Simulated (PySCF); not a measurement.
PySCF input (BP86/6-31G* with LANL2DZ past Ar (5d)):

```python
from pyscf import gto, dft

mol = gto.M(
    atom='''
    F    -1.36357600    0.85510700   -0.91813800
    C    -0.85669000   -0.02225300   -0.02148800
    F    -1.40134000    0.28436800    1.17851900
    F    -1.32293400   -1.24565800   -0.36291400
    Ge    1.15959200    0.03012100    0.02908500
    H     1.60906300   -0.99721200    1.07167900
    H     1.56164500    1.45382400    0.42387900
    H     1.65312300   -0.33131100   -1.37456400
    ''',
    basis={'default': '6-31g*', 'Ge': 'lanl2dz'},
    ecp={'Ge': 'lanl2dz'},
    charge=0,
    spin=0,
    verbose=4,
)

mf = dft.RKS(mol, xc='bp86')
mf.grids.level = 3
mf.conv_tol = 1e-9
mf.max_cycle = 100
mf.max_memory = 1500
mf.kernel()
if not mf.converged:
    mf = mf.newton()
    mf.kernel(mf.make_rdm1())
mf.dip_moment()
```

Output:

```
PySCF version 2.14.0

[INPUT] verbose = 4
[INPUT] num. atoms = 8
[INPUT] num. electrons = 40
[INPUT] charge = 0
[INPUT] spin (= nelec alpha-beta = 2S) = 0
[INPUT] symmetry False subgroup None
[INPUT] Mole.unit = angstrom
[INPUT] Symbol           X                Y                Z      unit          X                Y                Z       unit  Magmom
[INPUT]  1 F     -1.363576000000   0.855107000000  -0.918138000000 AA   -2.576785190030   1.615918037198  -1.735029364556 Bohr   0.0
[INPUT]  2 C     -0.856690000000  -0.022253000000  -0.021488000000 AA   -1.618909473654  -0.042052075450  -0.040606434965 Bohr   0.0
[INPUT]  3 F     -1.401340000000   0.284368000000   1.178519000000 AA   -2.648148807398   0.537377638590   2.227078142596 Bohr   0.0
[INPUT]  4 F     -1.322934000000  -1.245658000000  -0.362914000000 AA   -2.499982940875  -2.353952464873  -0.685808066770 Bohr   0.0
[INPUT]  5 Ge     1.159592000000   0.030121000000   0.029085000000 AA    2.191311296237   0.056920440598   0.054962684333 Bohr   0.0
[INPUT]  6 H      1.609063000000  -0.997212000000   1.071679000000 AA    3.040688387171  -1.884457568130   2.025179803448 Bohr   0.0
[INPUT]  7 H      1.561645000000   1.453824000000   0.423879000000 AA    2.951081353796   2.747329193320   0.801015219955 Bohr   0.0
[INPUT]  8 H      1.653123000000  -0.331311000000  -1.374564000000 AA    3.123949720219  -0.626087052056  -2.597549500687 Bohr   0.0

nuclear repulsion = 169.47009125565
number of shells = 34
number of NR pGTOs = 132
number of NR cGTOs = 70
basis = {'default': '6-31g*', 'Ge': 'lanl2dz'}
ecp = {'Ge': 'lanl2dz'}

******** <class 'pyscf.dft.rks.RKS'> ********
method = RKS
initial guess = minao
damping factor = 0
level_shift factor = 0
DIIS = <class 'pyscf.scf.diis.CDIIS'>
diis_start_cycle = 1
diis_space = 8
diis_damp = 0
SCF conv_tol = 1e-09
SCF conv_tol_grad = None
SCF max_cycles = 100
direct_scf = True
direct_scf_tol = 1e-13
XC library pyscf.dft.libxc version 7.1.2
    S. Lehtola, C. Steigemann, M. J. T. Oliveira, and M. A. L. Marques,  SoftwareX 7, 1–5 (2018)
XC functionals = bp86
    A. D. Becke,  Phys. Rev. A 38, 3098 (1988)
    J. P. Perdew,  Phys. Rev. B 33, 8822 (1986)
    J. P. Perdew,  Phys. Rev. B 34, 7406–7406 (1986)
radial grids:
    Treutler-Ahlrichs [JCP 102, 346 (1995); DOI:10.1063/1.469408] (M4) radial grids

becke partition: Becke, JCP 88, 2547 (1988); DOI:10.1063/1.454033
pruning grids: <function nwchem_prune>
grids dens level: 3
symmetrized grids: False
atomic radii adjust function: <function treutler_atomic_radii_adjust>
small_rho_cutoff = 0
Set gradient conv threshold to 3.16228e-05
Initial guess from minao.
tot grids = 106968
init E= -331.485237844705
  HOMO = -0.232327801059379  LUMO = 0.0696515686737331  gap/eV = 8.21728
cycle= 1 E= -342.904112664798  delta_E= -11.4  |g|= 1.06  |ddm|= 3.16
  HOMO = -0.218357226379322  LUMO = -0.0962313665836483  gap/eV = 3.32321
cycle= 2 E= -342.427373453459  delta_E= 0.477  |g|= 2.06  |ddm|= 2.81
  HOMO = -0.292576361603938  LUMO = -0.0210762652280536  gap/eV = 7.38789
cycle= 3 E= -343.175529136027  delta_E= -0.748  |g|= 0.176  |ddm|= 1.61
  HOMO = -0.282759826480511  LUMO = -0.00763917614092335  gap/eV = 7.48641
cycle= 4 E= -343.186012803439  delta_E= -0.0105  |g|= 0.0635  |ddm|= 0.34
  HOMO = -0.276266867005582  LUMO = -0.00778037107179941  gap/eV = 7.30589
cycle= 5 E= -343.187070689312  delta_E= -0.00106  |g|= 0.0218  |ddm|= 0.0995
  HOMO = -0.279671952507126  LUMO = -0.00910770361515034  gap/eV = 7.36243
cycle= 6 E= -343.18719739622  delta_E= -0.000127  |g|= 0.00189  |ddm|= 0.0268
  HOMO = -0.279511400924619  LUMO = -0.00896548545750875  gap/eV = 7.36193
cycle= 7 E= -343.187198204298  delta_E= -8.08e-07  |g|= 0.000333  |ddm|= 0.00198
  HOMO = -0.279583455086811  LUMO = -0.00898450899838465  gap/eV = 7.36337
cycle= 8 E= -343.187198234069  delta_E= -2.98e-08  |g|= 1.73e-05  |ddm|= 0.000537
  HOMO = -0.279582343179214  LUMO = -0.00898635353495791  gap/eV = 7.36329
cycle= 9 E= -343.187198234169  delta_E= -1e-10  |g|= 9.56e-06  |ddm|= 4.08e-05
  HOMO = -0.279582419836906  LUMO = -0.00898596473705382  gap/eV = 7.36330
Extra cycle  E= -343.187198234125  delta_E= 4.41e-11  |g|= 1.92e-05  |ddm|= 1.96e-05
converged SCF energy = -343.187198234125
Dipole moment(X, Y, Z, Debye):  1.70519,  0.04434,  0.04277
```

The geometry given is a B3LYP-D3(BJ)/def2-TZVP minimum.
